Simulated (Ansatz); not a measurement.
Two structures of Si2NH8OF3, closed shell, reached by relaxing down either side of one saddle point (PBE0-D4/def2-TZVP). Energies are electronic, without zero-point energy. Computed with Ansatz 0.2.0 (basis: def2-TZVPP and def2-QZVPP); correlated methods freeze the cores. Extrapolation: Hartree–Fock as exp(−7.88 √X), correlation as X^−2.97. First:

```
atom    x (Å)    y (Å)    z (Å)
 Si1  -0.6392  -0.1808   1.0629
  O2   0.0293  -0.3695  -0.5654
 Si3   0.8065  -1.6850  -1.2015
  F4   0.4286  -1.2302   1.6567
  F5  -1.1332   0.3121   2.5600
  H6  -1.9955  -0.5590   0.6270
  H7  -0.2847   2.0227  -0.0310
  N8  -0.0103   1.6313   0.8794
  H9  -0.3709   0.7650  -1.4816
 F10  -0.5897   1.6570  -1.8067
 H11   2.2108  -1.7523  -0.7256
 H12   0.0984  -2.9393  -0.8448
 H13   0.7988  -1.5073  -2.6756
 H14   1.0069   1.6330   0.9020
 H15  -0.3556   2.2022   1.6441
```

Second:

Si1  (-0.683, 0.092, 1.596)
O2  (0.539, -0.288, -0.900)
Si3  (0.907, -1.771, -1.531)
F4  (0.478, -0.910, 1.987)
F5  (-1.455, 0.448, 2.941)
H6  (-1.646, -0.557, 0.708)
H7  (-0.784, 1.903, -0.397)
N8  (-0.069, 1.615, 1.045)
H9  (-0.029, 0.312, -1.408)
F10  (-1.063, 1.858, -1.327)
H11  (1.998, -2.318, -0.694)
H12  (-0.269, -2.681, -1.483)
H13  (1.352, -1.643, -2.944)
H14  (0.879, 1.573, 0.690)
H15  (-0.154, 2.368, 1.717)
(Å)

**Question.** Which bonds change from the first to the second?

**Answer.** Si₂H₄OF₂ ([F][SiH]([F])[O][SiH3]) + NH₃ + HF → SiNH₃F₂ ([NH2][SiH]([F])[F]) + SiH₄O ([OH][SiH3]) + HF; bonds formed: O2–H9, H7–F10; dative contacts that become bonds: Si1–N8; bonds broken: Si1–O2, H7–N8, H9–F10.

**Question.** Give the saddle point's structure and its height above each. (An estimate is asked for; the value comes from the calculation.)

**Answer.** Computed: 10.73 kcal/mol above the first and 6.88 kcal/mol above the second (CCSD(T) at an estimated basis limit (MP2 extrapolated from triple and quadruple zeta, plus CCSD(T) − MP2 in triple zeta)).
```tsv
atom	x (Å)	y (Å)	z (Å)
Si1	-0.6787	-0.0677	1.1908
O2	-0.0033	-0.3848	-0.6766
Si3	0.8106	-1.7010	-1.3035
F4	0.4375	-1.1415	1.5959
F5	-1.1793	0.2826	2.6973
H6	-1.9762	-0.4691	0.6390
H7	-0.3022	1.8882	-0.3081
N8	-0.0653	1.6116	0.8703
H9	-0.1949	0.4699	-1.2432
F10	-0.4462	1.8061	-1.4838
H11	2.2238	-1.6883	-0.8590
H12	0.1339	-2.9311	-0.8364
H13	0.7399	-1.5871	-2.7796
H14	0.9475	1.6478	0.9502
H15	-0.4471	2.2642	1.5466
```

T1 diagnostic: at most 0.012.

Labels in which every atom is bracketed show which atoms are joined, not bond orders.

For scale, one of the runs: CCSD(T)/def2-TZVPP, 351 basis functions, launched by `ansatz run in.yaml --threads 4 --pin off --events-out ev --progress --plain --max-ram 66560MiB --backend cuda --devices 0, --max-vram 37GiB`. Hardware: 4 CPU threads of an AMD EPYC 7R13 and a share of one NVIDIA H100, shared host. Wall time 13 s; peak host memory 0.84 GiB.
